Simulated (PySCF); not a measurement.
## Correlation energy of Ag²⁺ (silver, charge +2)

[Kr] 4d9, 2D determinant. Calculation: PySCF 2.14, in x2c-TZVPPall; scalar relativity by spin-free X2C-1e. Frozen: [Kr]; 9 electrons correlated.

| level | correlation energy (mhartree) |
| --- | --- |
| CCSD | -268.62 |
| (T) | -6.64 |
| CCSD(T) | -275.26 |

Diagnostics: T1 = 0.0015, D1 = 0.0031, largest double amplitude 0.027.

Task: Is a single reference adequate?

Result: Yes, within this model without spin-orbit coupling: T1 lies below 0.03 and no double amplitude reaches 0.07.
